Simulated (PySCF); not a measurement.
Excitation energies in several basis sets

CH₈B₂SSi.
Bonds: B1–C2, C2–B3, B3–S4, S4–Si5. Hydrogens: H6, H7 on B1; H8, H9 on C2; H10 on B3; H11, H12, H13 on Si5.

TDDFT with PBE0 (PySCF), vertical singlets, core orbitals frozen in the response, spherical d and f functions. Geometry: PBE0-D3(BJ)/def2-SVP, one conformer, isolated molecule.

Q: How do the low singlets change with the basis? Take 6-31G*, 6-31+G*, def2-SVP, def2-SVPD, aug-cc-pVDZ, def2-TZVP and def2-TZVPD.

A: 

```json
{"basis": "6-31G*", "functions": "94", "diffuse": "no", "S1 (eV)": "5.18", "S2 (eV)": "5.32", "S3 (eV)": "5.57", "S4 (eV)": "6.06", "S5 (eV)": "6.37", "LUMO (eV)": "-1.80", "α (au)": "75.4"}
{"basis": "6-31+G*", "functions": "114", "diffuse": "yes", "S1 (eV)": "5.09", "S2 (eV)": "5.25", "S3 (eV)": "5.51", "S4 (eV)": "6.00", "S5 (eV)": "6.30", "LUMO (eV)": "-2.00", "α (au)": "83.3"}
{"basis": "def2-SVP", "functions": "118", "diffuse": "no", "S1 (eV)": "5.10", "S2 (eV)": "5.24", "S3 (eV)": "5.45", "S4 (eV)": "5.98", "S5 (eV)": "6.29", "LUMO (eV)": "-1.97", "α (au)": "78.4"}
{"basis": "def2-SVPD", "functions": "175", "diffuse": "yes", "S1 (eV)": "5.05", "S2 (eV)": "5.20", "S3 (eV)": "5.42", "S4 (eV)": "5.94", "S5 (eV)": "6.25", "LUMO (eV)": "-2.07", "α (au)": "90.7"}
{"basis": "aug-cc-pVDZ", "functions": "195", "diffuse": "yes", "S1 (eV)": "5.03", "S2 (eV)": "5.18", "S3 (eV)": "5.42", "S4 (eV)": "5.92", "S5 (eV)": "6.24", "LUMO (eV)": "-2.04", "α (au)": "91.7"}
{"basis": "def2-TZVP", "functions": "215", "diffuse": "no", "S1 (eV)": "5.04", "S2 (eV)": "5.17", "S3 (eV)": "5.43", "S4 (eV)": "5.91", "S5 (eV)": "6.23", "LUMO (eV)": "-2.04", "α (au)": "87.4"}
{"basis": "def2-TZVPD", "functions": "272", "diffuse": "yes", "S1 (eV)": "5.02", "S2 (eV)": "5.16", "S3 (eV)": "5.42", "S4 (eV)": "5.90", "S5 (eV)": "6.22", "LUMO (eV)": "-2.06", "α (au)": "91.5"}
```

States are compared by their number. Against the largest diffuse basis here (def2-TZVPD, itself not a converged limit), sets without diffuse functions differ by up to 0.15 eV in S1 and 0.15 eV in S5; the smaller diffuse sets differ by up to 0.06 and 0.07 eV. State by state, the largest deviation of a set without diffuse functions is S1 0.15, S2 0.16, S3 0.15, S4 0.16, S5 0.15 eV. The same number needn't mean the same state in each row. Against def2-TZVPD the polarisability deviates by -18% in 6-31G*, -9% in 6-31+G*, -14% in def2-SVP, -1% in def2-SVPD, 0% in aug-cc-pVDZ, -5% in def2-TZVP. A single + in a Pople set puts diffuse functions on heavy atoms only.
